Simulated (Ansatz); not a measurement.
Ansatz (a first-principles code) input (PBE0/def2-TZVPD):

Ansatz 0.2 input:
```yaml
crystal:
  periodic: [false, false, false]
  atoms:
    - {symbol: Si, position_ang: [-0.00000000, -0.00000000, -1.60880547]}
    - {symbol: Br, position_ang: [0.00000000, 0.00000000, 0.64352219]}
basis:
  gaussian:
    orbitals: def2-TZVPD
hamiltonian:
  xc: {name: PBE0}
magnetization: {spin_polarized: true, initial_magnetization: 1}
output: {forces: true}
```

End of the output:

```
integrals: 0.03 GiB planned
768 factors; their error is unknown
mean field: 0.45 GiB planned
mean field evaluation 1: about -77911.2409 eV, gradient 5.7e0 eV
mean field evaluation 2: about -77911.2779 eV, gradient 5.4e0 eV
mean field evaluation 4: about -77911.4811 eV, gradient 3.5e-1 eV
mean field evaluation 8: about -77911.8065 eV, gradient 5.4e-2 eV
mean field evaluation 16: about -77911.8065 eV, gradient 2.7e-5 eV
mean field -77911.80651693 eV, -2863.2060789781 hartree, gradient 2.7e-5 eV, S^2 0.757595; 0 other end points of the search recorded, 0 dependent functions left out
the calculation of the forces begins
reference -77911.80654382 eV, -2863.2060799662 hartree; 25, 24 occupied and 75, 76 virtual orbitals, 768 factors
Total energy: -77911.80654382 eV, -2863.2060799662 hartree
Atom 0 at    -0.000000    -0.000000    -1.608805 Å, force    -0.000000    -0.000000     0.267131 eV/Å
Atom 1 at     0.000000     0.000000     0.643522 Å, force     0.000000    -0.000000    -0.267131 eV/Å
Dipole moment:     0.000000     0.000000    -0.185698 e Å
```
